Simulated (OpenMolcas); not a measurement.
Au3+ with its 6 nearest fluoride ions at 2.082 Å, on the Ga site of K2NaGaF6 (a = 8.246 Å, distance in the model lattice 1.938 Å). The rest of the host is ab initio model potentials to 7.6 Å, with orthogonalisation functions on the cations behind the ligands, and point charges beyond; the distance is set by hand and nothing relaxes. Ligand basis ANO-RCC-VDZP.
```
Au    0.0000    0.0000    0.0000
F     2.0820    0.0000    0.0000
F     0.0000    2.0820    0.0000
F    -2.0820    0.0000    0.0000
F     0.0000   -2.0820    0.0000
F     0.0000    0.0000    2.0820
F     0.0000    0.0000   -2.0820
```

```json
{
 "Program": "OpenMolcas",
 "Method": "SS-CASPT2, IPEA 0.25 Eh, imaginary shift 0.1 Eh (closed shells correlated: 5s 5p and the ligand valence shells)",
 "Basis": "ANO-RCC-VDZP [7s6p4d2f]",
 "Scalar Hamiltonian": "DKH2, point nucleus",
 "Active space": "8 electrons in 5 orbitals (5d)",
 "State averaging": "2S+1 = 3 even, 10 roots; 2S+1 = 1 even, 15 roots",
 "Spin-orbit coupling": "RASSI with atomic mean-field integrals over the reference wave functions"
}
```

What is the spin-free ground state (labels of O, the rotations of Oh)?

3A2, 1-fold in its orbital part; it has the highest spin that d8 allows.

Where is the first state of the same spin?

3T2 at 26100 cm-1 above the ground state.

What are the lowest two levels with spin-orbit coupling?

A 3-fold level, then a 2-fold level 5660 cm-1 above it. Their leading multiplicities are 3 (98 %) and 1 (91 %).

What is χT at 300 K, and how does it compare with the textbook value?

The lowest level has 2S+1 = 3, for which the spin-only value is χT = S(S+1) / 2 = 1.000 cm3 K/mol (g = 2). The computed 1.442 at 300 K differs by +0.442, through orbital momentum, spin-orbit coupling and any other state in reach.

Roots that are degenerate in the reference are averaged as groups; the widest CASPT2 spread within a group is 120 cm-1 (the 3-fold group of multiplicity 3 near 26100 cm-1 above the lowest state of its run). Shifts and gaps below about the spread of the groups concerned are not significant. Over all roots computed the reference weight is 0.69 to 0.72; a low but even weight reflects the number of correlated electrons. Real 4d8 and 5d8 ions are as a rule square planar and diamagnetic. The least metal-like active orbital is 75 % on the metal (Löwdin) and no ligand orbital is active, so the numbers are rough. Ligand-to-metal charge-transfer states are missing. With no ligand orbital active B as a rule stays too high, so bands that hang on it stand too high and its fall with covalency is understated. With one d shell and no ligand orbital active, 10Dq can be off by a tenth or more. No measured value stands beside these numbers; the geometry was set by hand and not optimised.
